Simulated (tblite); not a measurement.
Species: C₂H₉PSSi.
Z-matrix (Å and degrees, GFN2-xTB geometry), rows numbered from 1:
```
C 
S   1  1.8101
C   2  1.8188  1   99.02
P   3  1.8655  2  112.67  1   -64.17
Si  4  2.2373  3   97.59  2  -167.12
H   1  1.0870  2  109.56  3   -67.06
H   1  1.0885  2  108.64  3    54.03
H   1  1.0847  2  107.15  3   173.33
H   3  1.0896  2  105.70  1   173.80
H   3  1.0927  2  108.35  1    56.60
H   4  1.3888  3   95.19  2   -70.09
H   5  1.4636  4  106.70  3   -69.90
H   5  1.4598  4  106.36  3   171.22
H   5  1.4662  4  113.07  3    50.08
```

Computed values, GFN2-xTB/tblite, gas phase, harmonic and unscaled. Against measured fundamentals such values can be off by several per cent, at times by over 20. Modes of hydrogen on phosphorus and silicon can be 10 to 20 % off. One conformer, not necessarily the lowest.

Harmonic wavenumbers (cm⁻¹): 38.1, 78.9, 100.0, 119.0, 155.7, 186.7, 284.4, 455.1, 475.2, 511.2, 659.6, 695.5, 701.9, 734.1, 741.0, 753.6, 760.3, 788.2, 885.3, 948.5, 956.8, 1097.4, 1161.7, 1312.7, 1399.5, 1438.0, 1445.9, 2232.3, 2257.4, 2292.5, 2317.1, 2938.0, 2978.2, 2995.2, 3017.1, 3064.0.

A = 6532, B = 988.1, C = 928.3 MHz; mass 123.993 u (most abundant isotopes); point group C1, symmetry number 1.

**Question.** Zero-point energy?

**Answer.** ½Σν̃ = 21488 cm⁻¹ = 61.44 kcal/mol.

**Question.** Entropy at 273.15 K, 1 bar (ideal gas, RRHO, classical rotation)?

**Answer.** Translation 39.95, rotation 28.11, vibration 24.95: S = 93.0 cal/(mol K).

**Question.** And Cp and H(273.15 K) − H(0)?

**Answer.** Cp = 31.73 cal/(mol K), of which vibrations give 23.78 (their classical limit is 36 R = 71.5); H(273.15 K) − H(0) = 5.62 kcal/mol without the zero-point energy, 3.45 from vibrations.

**Question.** What must be added to the electronic energy to get the Gibbs energy at 273.15 K and 1 bar?

**Answer.** ZPE + [H(273.15 K) − H(0)] − T·S = 61.44 + 5.62 − 25.41 = 41.65 kcal/mol.

**Question.** Blend soft modes into free rotors: weight 1/[1 + (100 cm⁻¹/ν̃)⁴] for the oscillator and the rest for a rotor with moment μB/(μ + B), μ = h/(8π²ν), B = 10⁻⁴⁴ kg m². What vibrational entropy results?

**Answer.** 22.61 cal/(mol K) in place of 24.95, which changes −T·S at 273.15 K by +0.64 kcal/mol.

Hindered rotation and anharmonicity are outside this model. Other conformers, if any are populated, would add a mixing term that is left out. The structure is chiral; the term R ln 2 for an equal mix with its mirror image is left out.
